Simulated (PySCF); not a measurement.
## C7H10OSi: full NMR table

```yaml
Formula: C7H10OSi
SMILES: C=C(C#C[SiH2]C)C(C)=O
InChI: InChI=1S/C7H10OSi/c1-6(7(2)8)4-5-9-3/h1,9H2,2-3H3
Degrees_of_unsaturation: 4
Carbon_signals: 7
Proton_signals: 5
```

Mapped SMILES: `[CH2:1]=[C:2]([C:3]#[C:4][SiH2:5][CH3:6])[C:7]([CH3:8])=[O:9]` (H(Xn): hydrogen on atom n). Ha(C1) is cis to C3; Hb(C1) is trans to C3.

[PySCF 2.14: shielding tensors at PBE0/pcSseg-1 (GIAO); GFN2-xTB structure; averaged over atoms made equivalent by symmetry, fast rotation or ring inversion; no relativistic terms; single conformer; no solvent model]

Shifts are taken against calculated references (same method and geometry level): TMS for 1H (31.72 ppm), 13C (186.93 ppm), 29Si (349.16 ppm); 17O (336.08 ppm) against H2O.

| carbon | δC, type | δH (multiplicity) | HMBC from (2–3 bonds) | span of the C tensor (ppm) |
| --- | --- | --- | --- | --- |
| C1 | 146.0, CH2 | Ha(C1) 6.39 (br s); Hb(C1) 7.22 (br s) | – | 252 |
| C2 | 133.9, C | – | Hb(C1), Ha(C1), H(C8) | 194 |
| C3 | 113.5, C | – | Hb(C1), Ha(C1), H(Si5) | 298 |
| C4 | 103.5, C | – | H(Si5), H(C6) | 204 |
| C6 | -4.9, CH3 | 0.37 (t) | H(Si5) | 10 |
| C7 | 197.8, C | – | Hb(C1), Ha(C1), H(C8) | 209 |
| C8 | 32.9, CH3 | 2.54 (s) | – | 45 |

Other nuclei:
```csv
atoms,nucleus,environment,δ (ppm),σ (ppm)
H(Si5),1H,hydrogen on a silicon bonded to 2 C,4.60,27.12
Si5,29Si,"silicon bonded to 2 C, 2 H",-69.2,418.4
O9,17O,ketone oxygen,633.1,-297.0
```

Carbon types of the structure: 4 × C, 1 × CH2, 2 × CH3, leaving 2 H on heteroatoms. δC 197.8: ketone carbonyl carbon; low-lying n→π* states of the double bond to the heteroatom give a large paramagnetic term (-259 ppm). δC 146.0: β carbon of a C=C–C=O unit; conjugation with the carbonyl draws π density from the β position. δC 133.9: α carbon of a C=C–C=O unit; the olefinic region. δC 113.5, 103.5: alkyne carbon. δH 2.54: hydrogen on a methyl carbon α to a carbonyl; α to C=O.

Shifts are as computed. Against solution values, carbons near 30 ppm lie about +3 ppm off and those near 130 ppm about +5 ppm. Of 1211 compounds with measured shifts, 218 miss one by over three times the rms of a fit or turn the order of signals round; such compounds aren't used in these exercises. Unscaled 17O shifts of doubly bonded oxygen tend to come out too high, by tens of ppm or more. Experimental scales use liquid or dissolved standards, which lie at an offset from isolated H2O (liquid H2O: subtract about 36 ppm). No couplings were computed; multiplicities are counted from neighbouring protons, with m where these are inequivalent, close in shift, in a saturated or five-membered ring or joined by F or P, and br s for small geminal =CH2 splittings.
